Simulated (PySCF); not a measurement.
Computed IR spectrum (relative IR intensity) of a molecule C3H9In. Geometry: PBE-D3(BJ)/def2-SVP. The def2 effective core potentials stand for the cores of In; spin–orbit coupling is left out. The values are those of a single conformer. Method: PBE-D3(BJ)/def2-SVP (PySCF). Frequencies are harmonic and unscaled.

Lines under 2 % of the strongest are left out, and lines within 2 cm⁻¹ are merged.

```tsv
ν (cm⁻¹)	relative intensity
331	2.2
348	15
427	5.1
503	25
581	64
946	3.8
1127	3.6
1158	4.2
1420	4.9
1671	65
1683	100
2932	37
2944	4.3
3009	16
3047	12
```

Problem. Identify the compound among the candidates.
A) [CH3][In]([CH3])[CH3]
B) C[CH2][InH][CH3]
C) CC[CH2][InH2]
D) C[CH](C)[InH2]

Solution. D, C[CH](C)[InH2]
